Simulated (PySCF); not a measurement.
Radial density of Be²⁺ (beryllium, charge +2)

UHF, 1s2, closed-shell 1S. Calculation: PySCF 2.14, in pcseg-2; no relativity, point nucleus.

```
r (bohr)  4πr²ρ (e/bohr)
 0.00835         0.02825
  0.0140         0.07671
  0.0236          0.2002
  0.0397          0.4989
  0.0668           1.136
   0.112           2.247
   0.189           3.503
   0.318           3.744
   0.535           2.191
   0.900          0.4856
    1.51         0.01963
```
